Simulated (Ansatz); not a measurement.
W(NH)Cl4 (WNCl₄H). Charge 0, multiplicity 1. Geometry relaxed at PBE-D4/def2-SVP.

```xyz
7

W    -0.259   -0.191    0.063
N     1.101    0.811   -0.266
H     1.908    1.408   -0.461
Cl   -1.423    0.981    1.701
Cl    0.499   -1.578    1.772
Cl    0.036   -2.004   -1.366
Cl   -1.862    0.572   -1.442
```

In the def2 sets W takes a core potential; there is no spin–orbit coupling. The restricted singlet is unstable towards broken spin symmetry in Hartree–Fock (as tested in another run); at PBE-D4/def2-SVP this wasn't settled. The relaxation made no stability test and no search for a lower SCF solution.

**Question.** Estimate the harmonic wavenumbers at RKS PBE-D4/def2-SVP (Ansatz, unscaled). Is this a minimum?

**Answer.** 52, 149, 150, 152, 211, 230, 231, 317, 368, 369, 380, 513, 514, 1039, 3573 cm⁻¹. Yes, no mode is imaginary beyond noise. Zero-point energy 49.3 kJ/mol. Run time 53 s (4 threads of Intel Xeon Platinum 8259CL on a shared host).
